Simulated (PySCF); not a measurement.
A structure optimised at PBE-D3(BJ)/def2-SVP, used in a PySCF frequency run:

```xyz
10

O      1.4664     0.2182    -1.3369
Si     0.2258     0.0642    -0.2292
Cl     0.8727    -1.1703     1.3373
C     -0.8377     1.5432     0.2856
N     -1.9063     1.0986    -0.3003
C     -1.5185    -0.1937    -0.9461
H      2.3718     0.1406    -0.9863
H     -0.8417     2.4970     0.8474
H     -2.1419    -1.0335    -0.5763
H     -1.6350    -0.1403    -2.0486
```
Charge 0, spin multiplicity 1.

Question: Write its SMILES and formula.

Answer: O[Si@@]1(Cl)C=NC1, C₂H₄ClNOSi

Question: What are its rotational constants (standard atomic weights)?

Answer: 3.5803, 1.8147, 1.4960 GHz
